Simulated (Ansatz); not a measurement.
Consider the redistribution: `O[SiH](F)[SiH2]F` + `[SiH3]N[SiH2]Br` → `O[SiH](F)[SiH2]Br` + `F[SiH2]N[SiH3]`.

Program: Ansatz. Geometries: PBE0-D4/def2-TZVP. ΔE: electronic, gas phase. CCSD(T)/CBS is the MP2 limit (def2-TZVPP, def2-QZVPP) plus CCSD(T) − MP2 in def2-TZVPP, frozen cores. This one scheme is used for every species. DFT in def2-TZVPP. For Br outer-core shells are correlated without core-valence functions, which leaves a few kJ/mol of doubt a bond. Scalar relativity is left out up to krypton. One conformer a species, not always the lowest.

```tsv
level	ΔE (kcal/mol)
PBE-QIDH	-6.0
PBE	-5.6
revPBE	-5.1
BLYP	-4.9
LC-ωPBE	-5.6
MP2/def2-SVP	-6.4
MP2/def2-TZVPP	-5.9
MP2/def2-QZVPP	-5.9
```

Task: What does CCSD(T)/CBS give? (Best estimate.)

Result: Computed: -5.9 kcal/mol. The listed levels differ from it by -0.1, 0.3, 0.8, 1.0, 0.3, -0.5, 0.0, 0.0 kcal/mol.

Largest T1 diagnostic among the species: 0.012.

Leaving LDA and LC-ωPBE aside and taking each functional with its dispersion term where it has one, the values, not all of them listed here, spread over 0.8 kcal/mol, from B97M-V to BLYP-D4. LDA lies −1.0 kcal/mol from PBE without D4. In def2-TZVPP, CCSD(T) changes the Hartree–Fock value by −0.9 kcal/mol (the triples alone add −0.2 kcal/mol) and MP2 by −0.9 kcal/mol.
